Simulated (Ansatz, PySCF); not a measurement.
Gas-phase reaction (SMILES): NC=O -> [NH-]C=O + H+; deprotonation at the site shown.

Geometries: B3LYP-D3(BJ)/def2-TZVP minima from Ansatz (a first-principles code), one conformer each, not searched for the lowest. Valence correlation only, unless marked. No spin-orbit coupling. No relativistic terms. Basis-set limits of correlation are two-point, X^-3; Hartree-Fock from the larger set. [CCSD(T)-MP2]/basis is that difference in the basis named. Anions need diffuse functions, of which def2-TZVPD holds fewer than the aug- sets. Thermal terms are rigid-rotor harmonic-oscillator values from B3LYP-D3(BJ) frequencies (PySCF) at 298.15 K and 1 atm. 1 Eh = 627.5095 kcal/mol. The proton has no electrons: its energy is zero and its thermal terms are those of translation.

```tsv
species	E, RI-MP2/CBS(aug-cc-pVTZ,aug-cc-pVQZ)+[CCSD(T)-MP2]/aug-cc-pVTZ (Ansatz) (Eh)	E, PBE0-D4/def2-TZVPD (Ansatz + dftd4) (Eh)	H - E (Eh)	G - E (Eh)
NC=O	-169.73284	-169.78051	0.04995	0.02077
[NH-]C=O	-169.14221	-169.18730	0.03585	0.00787
H+	0.00000	0.00000	0.00236	-0.01000
```

Problem. Work out ΔE and ΔH, ΔG, ΔS and the equilibrium constant at 298.15 K at the first level, then ΔH at the second.

Solution. 
1. ΔE = [(-169.14221) + (0.00000)] - [(-169.73284)] = 0.59063 Eh = 370.6 kcal/mol at RI-MP2/CBS(aug-cc-pVTZ,aug-cc-pVQZ)+[CCSD(T)-MP2]/aug-cc-pVTZ.
2. The terms H - E add up to -0.01174 Eh, so ΔH = (0.59063 + (-0.01174))×627.5095 = 363.3 kcal/mol.
3. The terms G - E add up to -0.02290 Eh, so ΔG = 356.3 kcal/mol, and ΔS = (-0.01174 - (-0.02290))×627509.5/298.15 = 23.5 cal/(mol K).
4. log10 K = -ΔG/(RT ln 10) = -261.2, with RT ln 10 = 1.3642 kcal/mol.
5. At PBE0-D4/def2-TZVPD the same steps give ΔE = 372.2 and ΔH = 364.9 kcal/mol, a shift of +1.6 from the first level.
6. These values are not checked against measurement here, since the tables used lack a sound gas-phase enthalpy of formation for at least one species, or one in the same ion convention.
